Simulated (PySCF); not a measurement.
Sn(Br)(OH)2(NH2) (BrH₄NO₂Sn), SMILES [NH2][Sn]([OH])([OH])[Br].

Geometry optimised at PBE-D3(BJ)/def2-SVP. The structure was generated by enumeration; whether it is a known compound was not checked. The def2 effective core potentials stand for the cores of Sn; spin–orbit coupling is left out. Other conformers were not sampled.

Two levels are set side by side: TDA-PBE/def2-SVPD (PySCF) and TDA-CAM-B3LYP/def2-SVPD (PySCF). Vertical, same geometry. The lowest singlet is HOMO→LUMO 83 % with PBE and HOMO→LUMO 72 %, HOMO−1→LUMO 15 % with the other functional; states are paired by order. Differences are taken from unrounded values.

```csv
quantity,TDA-CAM-B3LYP,TDA-PBE,TDA-PBE minus TDA-CAM-B3LYP
lowest singlet excitation (eV),5.14,4.08,-1.05
lowest triplet excitation (TDA) (eV),4.44,3.52,-0.91
first bright state (f over 0.05) (eV),5.45,4.62,-0.83
its oscillator strength,0.07,0.06,-0.01
```

A lower first singlet is the usual sign of a functional without exact exchange. Differences between two approximate levels are no errors against the true value.

Rough cost on one machine, each run with all the roots and properties that it gave: TDA-CAM-B3LYP against TDA-PBE about 5 times.
